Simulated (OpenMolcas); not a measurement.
# P²⁺: the spin-orbit constant, worked from levels

```
Program             : OpenMolcas
Basis               : ANO-RCC-VQZP [6s5p3d2f1g]
Scalar Hamiltonian  : DKH2, point nucleus
Active space        : 3 electrons in 4 orbitals (3s 3p)
State averaging     : 2S+1 = 4 odd, 1 root (0 in the spin-orbit step); 2S+1 = 2 odd, 3 roots; 2S+1 = 4 even, 3 roots; 2S+1 = 2 even, 6 roots
Spin-orbit coupling : RASSI with atomic mean-field integrals over the reference wave functions, term energies averaged over their components
```

Methods: CASSCF; SS-CASPT2, IPEA 0.25 Eh, imaginary shift 0.1 Eh (closed shells correlated: 2s 2p). Measured levels: Martin, Zalubas and Musgrove, J. Phys. Chem. Ref. Data 14, 751 (1985).

**The spin-orbit constant.** For the Hund term ²P° of p1, E(J) = (A/2) J(J+1) + constant and ζ = 2S·A = A. From J = 1/2 to J = 3/2 the energy changes by 1.5 A.

```
   Source  E(3/2) - E(1/2)      A    ζ
   CASSCF            493.8  329.2  329
SS-CASPT2            493.8  329.2  329
 measured            559.1  372.7  373
```

All in cm-1. SS-CASPT2 is off by -11.7 % and CASSCF by -11.7 %. Both methods take the spin-orbit matrix elements from the reference wave functions, so the second can move ζ only through the term energies and any multistate remixing.

Over all roots computed the reference weight is 0.92 to 0.99 in SS-CASPT2; the roots of lowest weight are the least certain, and an intruder state may touch them. Measured partners are found by configuration, term and J. A level has none where our copy of the source lacks it or the pairing is in doubt (some pairs that miss far off the trend of their configuration count as doubtful), and it then counts in no deviation. Levels of configurations outside the active space are missing.

° marks odd parity.
